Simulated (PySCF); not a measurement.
# What a mistake does to a calculation on GeH2O2Si

All numbers below are calculated, not measured. They come from PySCF 2.14.0, an open-source quantum chemistry program, on an isolated molecule that a program drew, which may never have been made. The molecule is GeH2O2Si (charge 0, singlet), drawn as the SMILES string `O=[SiH][Ge][OH]`.

Each row is a Hartree-Fock (HF) and frozen-core CCSD(T) single point in the cc-pV(D+d)Z basis, meant for a local HF minimum. Run 1 is clean. Each other run has one planted mistake out of seven kinds, and not every kind appears here: one electron removed, one electron added, multiplicity raised by two, geometry at a saddle point, minimal basis STO-3G, one bond length entered in bohr, all coordinates scaled. The reference is restricted for singlets and unrestricted otherwise, and also for a bond in bohr. Adding or removing an electron swaps singlet and doublet. Electrons count all cores. HOMO and LUMO are orbital energies over both spins, the gradient is its largest component, and the lowest frequency (negative if imaginary) is given only where the gradient is small. Bond lengths are over the 5 bonds as drawn. T1 is the CCSD diagnostic: over 0.02 (restricted) or 0.045 (unrestricted) a single reference is doubtful. Germanium has the cc-pVDZ-PP basis, with a core potential (ECP10MDF) in place of its 10 inner electrons, and its 3s, 3p and 3d shells are frozen in CCSD(T).

Geometry of the clean run:
```xyz
6
GeH2O2Si, angstrom
O    -2.7252   -2.0721    1.2816
Si   -1.9695   -2.3762    0.0151
Ge   -0.2683   -0.7886   -0.9131
O     0.8129   -2.1833   -1.2274
H    -2.1562   -3.6542   -0.7271
H     1.6666   -1.9703   -1.5802
```

```
run,electrons,basis functions,<S^2>,HOMO (eV),LUMO (eV),gradient (hartree/bohr),lowest frequency (cm^-1),mean bond (Å),longest bond (Å),T1,HF (hartree),CCSD(T) (hartree),mistake
1,64,84,0.000,-8.88,-0.13,2.2e-05,35,1.6482,2.505,0.0252,-733.20109,-733.78708,no fault
2,65,84,0.764,-1.39,6.38,3.5e-02,-,1.6482,2.505,0.0243,-733.22780,-733.81414,one electron added
3,64,84,2.034,-7.70,-1.01,1.7e-02,-,1.6482,2.505,0.0319,-733.15843,-733.73217,multiplicity raised by two
4,64,84,0.000,-8.73,0.08,1.0e-01,-,1.5642,2.377,0.0219,-733.18012,-733.75240,all coordinates scaled
5,64,84,1.017,-8.36,-0.37,1.4e-02,-,1.9672,3.387,0.0233,-733.11929,-733.65481,?
```

**Which mistake was planted in run 5, and what did it cost?**

The mean bond changes by a factor of 1.194 and the longest by 1.352, so the molecule wasn't scaled as a whole. A length L in bohr read as angstrom grows by (1/0.5292 - 1) L = 0.890 L. The 5 bonds together grew by 5 x 0.3190 = 1.595 Å, which gives L = 1.793 Å. That is bond Ge3-O4, 1.792 Å in the clean geometry. So the mistake is: one bond length entered in bohr. Subtracting run 1 and multiplying by 627.51 kcal/mol a hartree, the energy moved by 51.3 kcal/mol in HF and 83.0 kcal/mol in CCSD(T).

Cautions from the logs. Run 1: T1 is over the limit, so its CCSD(T) energy is less reliable; run 4: T1 is over the limit, so its CCSD(T) energy is less reliable.
